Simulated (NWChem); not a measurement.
System: CHCl, singlet; SMILES [CH]Cl

Results from NWChem. Low-valent species are run as closed-shell singlets; no triplet was tried in these runs. Geometry: optimised at B3LYP/6-31G* (spherical d). Level: M05-2X/def2-SVP with SMD (1 M gas to 1 M solution), gas-phase geometry.

Estimate the computed values for solvent methanol. Quantities: solvation free energy (kcal/mol); cavity-dispersion-structure term (kcal/mol); dipole in solution (D).

The solvation free energy (kcal/mol) is -1.9. The cavity-dispersion-structure term (kcal/mol) comes out as 2.6 and the dipole in solution (D) is 2.17.
